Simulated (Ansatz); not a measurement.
CH₆GeN (`[CH3][GeH][NH2]`) radical, charge 0, multiplicity 2.

Task: Give a relaxed structure at PBE0-D4/def2-TZVP (Ansatz 0.2.0). (An estimate is asked.)

Result: Computed: 
Z-matrix (Å, degrees):
```
C
Ge 1 1.965
H 1 1.090 2 110.2
H 1 1.092 2 109.1 3 120.0
H 1 1.091 2 110.5 3 -120.0
N 2 1.848 1 106.1 3 -175.7
H 2 1.557 1 111.0 3 -62.7
H 6 1.011 2 115.5 1 171.8
H 6 1.011 2 115.5 1 -59.6
```
This is one stationary point; other conformers may exist.
